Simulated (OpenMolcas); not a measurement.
Consider [Cu2(μ-OH)2(H2O)4]2+, a planar model complex in vacuum (2 bridging OH, bridge angle 96°, metal-metal distance 2.84 Å, Cu–OH 1.91 Å; typed geometry, not optimised).

```xyz
18

Cu    -1.4179     0.0000     0.0000
Cu     1.4179     0.0000     0.0000
O      0.0000     1.2767     0.0000
H      0.0000     2.2367     0.0000
O      0.0000    -1.2767     0.0000
H      0.0000    -2.2367     0.0000
O     -2.8039     1.3859     0.0000
H     -3.2166     1.7987     0.7747
H     -3.2166     1.7987    -0.7747
O     -2.8039    -1.3859     0.0000
H     -3.2166    -1.7987     0.7747
H     -3.2166    -1.7987    -0.7747
O      2.8039     1.3859     0.0000
H      3.2166     1.7987     0.7747
H      3.2166     1.7987    -0.7747
O      2.8039    -1.3859     0.0000
H      3.2166    -1.7987     0.7747
H      3.2166    -1.7987    -0.7747
```

**Question.** Give the energies of the total-spin states at CASSCF(2,2) on the singly occupied d orbitals (ANO-RCC-VDZP on Cu, O and ANO-RCC-VDZ on H, scalar-relativistic DKH2, RICD, no spin-orbit coupling, OpenMolcas), and the exchange constant.

**Answer.** Local spins 1/2 and 1/2.

| total S | E (cm⁻¹) | natural occupations, lowest and highest |
|---|---|---|
| 1 | 0.0 | 1.000, 1.000 |
| 0 | 25.2 | 0.977, 1.023 |

J = 12.6 cm⁻¹ (ferromagnetic).

J is defined by H = −2J S1·S2, so negative values are antiferromagnetic. Wave-function values come from the highest and lowest total spin; broken-symmetry values use Yamaguchi's formula with the computed ⟨S²⟩. The active space holds the singly occupied metal orbitals alone, without bridging-ligand orbitals. No row is a measured value.
